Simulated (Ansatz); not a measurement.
`O=C=[N][SnH]([F])[F]` + HI → `[F][SnH]([F])[I]` + `N=C=O` at 600 K and 1 bar (ligand exchange at the Sn–N bond).

Calculated with Ansatz (gas phase, PBE0-D4/def2-TZVP geometries, no zero-point term in ΔE). CBS: MP2 limit from def2 TZ/QZ plus the TZ coupled-cluster correction, frozen cores. This one scheme is used for every species. Elements past krypton have def2 core potentials. For I, Sn outer-core shells are correlated without core-valence functions, which leaves a few kJ/mol of doubt a bond. One conformer a species, not always the lowest.

```
               species  CCSD(T)/CBS energy (Eh)  H − E (kJ/mol)  S (J/(mol·K))
`O=C=[N][SnH]([F])[F]`               -582.21667           121.8          465.0
                    HI               -298.03592            31.6          227.0
    `[F][SnH]([F])[I]`               -711.75729            75.5          415.3
               `N=C=O`               -168.51995            83.3          274.5
```

H − E and S are ideal-gas, rigid-rotor, harmonic terms from PBE0-D4/def2-TZVP, for one conformer and one mirror image of each species. 1 Eh = 2625.50 kJ/mol, R = 8.31446 J/(mol·K).

Question: By hand: ΔE, ΔH, ΔS and ΔG.

Answer: ΔE = (-711.75729) + (-168.51995) − (-582.21667) − (-298.03592) = -0.02465 Eh = -64.7 kJ/mol. Δ(H − E) = 75.5 + 83.3 − 121.8 − 31.6 = 5.4, so ΔH = -59.3 kJ/mol. ΔS = 415.3 + 274.5 − 465.0 − 227.0 = -2.2 J/(mol·K). ΔG = -59.3 − 600 × (-2.2)/1000 = -58.0 kJ/mol.

Question: By hand: the equilibrium constant, and the temperature at which ΔG would vanish if ΔH and ΔS stayed fixed.

Answer: log₁₀ K = −ΔG/(RT ln 10) = 5.0. ΔG = 0 at ΔH/ΔS = 26955 K, far beyond where these terms or the molecules hold.

The number of gas molecules stays the same, so ΔS is small and ΔH decides. A doubt of 5 kJ/mol in ΔE shifts log₁₀ K by 0.4 here. Other conformers and mirror images would add mixing entropy, several J/(mol·K) or more a flexible species. Modes under 60 cm⁻¹, often nearly free rotors, make the harmonic entropy too high. These are equilibria of isolated gas molecules and say nothing of rates. Largest T1 diagnostic: 0.018 (customary marks: 0.02 for closed shells, 0.045 for open ones).
